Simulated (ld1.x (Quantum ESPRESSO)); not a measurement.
# Before and after: ultrasoft potential for Mn (Z = 25)

- Element: Mn (Z = 25)
- Generator: ld1.x (Quantum ESPRESSO) 7.5
- Type: ultrasoft
- Functional: PBEsol
- Relativity: scalar-relativistic
- Frozen core: [Ar]
- Valence charge: 7
- Reference configuration: 3d6 4s1 4p0
- Partial waves: 4s (bound): rcut 2.00, rcutus 2.65 bohr; 4s channel at 0.5 Ry: rcut 2.00, rcutus 2.65 bohr; 4p (bound, empty): rcut 2.85, rcutus 3.30 bohr; 4p channel at 2.1 Ry: rcut 2.85, rcutus 3.30 bohr; 3d (bound): rcut 1.10, rcutus 1.20 bohr; 3d channel at 1.05 Ry: rcut 1.10, rcutus 1.20 bohr
- Local potential: all-electron potential smoothed inside 1.45 bohr (lloc = -1)
- Core correction: Bessel-smoothed model core, default radius (core density twice the valence density)
- Augmentation charge: PSQ, inside the norm-conserving radii

Change: core correction none.

Cutoffs: the cutoffs (Ry, on a coarse ladder) from which the occupation-weighted sum of valence levels, in a spherical-Bessel basis at the reference potential, stays within 10 and 1 mRy of its value at 400 Ry; they do not see the model core or the augmentation charge, which bear on the density cutoff. Errors are all-electron minus pseudo energies relative to the spin-unpolarised reference configuration.

Question: Predict the effect on cutoff, ghosts and configuration errors.

Answer: The potential gets neither clearly harder nor softer (70 Ry and 120 Ry → 70 Ry and 120 Ry); both files keep a bound ghost (s); of the 7 tests that both files solve, the error grows in 0 and shrinks in 7 by more than 15 % and 0.3 meV (median size 92.9 → 62.0 meV). The default core radius of the base comes out at 1.01 bohr.

| quantity | base | changed |
| --- | --- | --- |
| cutoff, loose | 70 Ry | 70 Ry |
| cutoff, tight | 120 Ry | 120 Ry |
| bound ghosts | s | s |
| error for 3d5 4s2 4p0, meV [ΔE 0.37 eV] | -107 | -73 |
| error for 3d5 4s1 4p0, meV [ΔE 8.80 eV] | -81 | -51 |
| error for 3d5 4s0 4p0, meV [ΔE 24.31 eV] | -80 | +23 |
| error for 3d4 4s0 4p0, meV [ΔE 56.79 eV] | -788 | -307 |
| error for 3d5 4s0 4p1, meV [ΔE 13.56 eV] | -115 | -66 |
| error for 3d6 4s0 4p0, meV [ΔE 7.14 eV] | -13 | +1.2 |
| error for 3d5 4s1.5 4p0, meV [ΔE 3.74 eV] | -93 | -62 |
| s: phases at 3.58 bohr within 0.05 rad from the reference energy up to (Ry; the scan ends near 5) | to the end of the scan | to the end of the scan |
| p: phases at 3.58 bohr within 0.05 rad from the reference energy up to (Ry; the scan ends near 5) | 2.6 | 2.6 |
| d: phases at 3.58 bohr within 0.05 rad from the reference energy up to (Ry; the scan ends near 5) | to the end of the scan | to the end of the scan |
| lowest overlap eigenvalue by channel | s 0.25, p 0.51, d 0.87 | s 0.25, p 0.51, d 0.87 |

 A true bound ghost makes a file unfit for plane-wave use even where its test errors are small: the radial tests pick states by their node count and pass the ghost by.
